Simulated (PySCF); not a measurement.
Compound: C₂H₆N₂OSi.
SMILES with atom numbers: `[CH:1]#[C:2][Si:3]([NH2:4])([NH2:5])[OH:6]` (hydrogens: H7 on C1; H8, H9 on N4; H10, H11 on N5; H12 on O6)

The calculation used PySCF 2.14.0, PBE0-D3(BJ)/def2-SVP geometry optimisation, gas phase.

**Question.** List the bond lengths, angles and torsions at this level.

**Answer.** 
| bond | length (Å) |
| --- | --- |
| C1≡C2 | 1.218 |
| C2–Si3 | 1.852 |
| Si3–N4, Si3–N5 | 1.708 |
| Si3–O6 | 1.666 |
| C1–H7 | 1.076 |
| N4–H8 and 3 like bonds | 1.012 |
| O6–H12 | 0.961 |

Bonds in one row agree within 0.01 Å and their mean is given. A selection of angles:
| angle | degrees |
| --- | --- |
| C2–C1–H7 | 179.4 |
| C1–C2–Si3 | 178.7 |
| C2–Si3–N4 | 118.0 |
| C2–Si3–N5 | 103.9 |
| C2–Si3–O6 | 105.5 |
| N4–Si3–N5 | 107.7 |
| N4–Si3–O6 | 103.3 |
| N5–Si3–O6 | 119.3 |
| Si3–N4–H8 | 120.5 |
| H8–N4–H9 | 112.9 |
| H10–N5–H11 | 112.3 |
| Si3–O6–H12 | 114.3 |

Dihedral angles: H12–O6–Si3–C2 26° (synperiplanar). The mirror-image conformer, all signs reversed, is as good.

Si3 (oxygen-bound silicon) is distorted tetrahedral (angles from 103.3° to 119.3°). N4 (silicon-bound nitrogen) has angles 121.2°, 120.5° and 112.9°, sum 354.7°, 0.16 Å off the plane of its three neighbours.

Point group: C1 (no symmetry element, even within 0.4 Å). No PBE0-D3(BJ)/def2-SVP frequencies stand behind this structure, so it isn't proved a minimum. The numbers are those of one conformer (C2–Si3–N4–H 81° and -72°, C2–Si3–N5–H -28° and -178°, C2–Si3–O6–H 26°).

The run took 2.3 min wall on Arm Neoverse V1, one thread, no GPU (shared host), and the process peaked at 0.52 GiB of memory. This is the geometry optimisation.
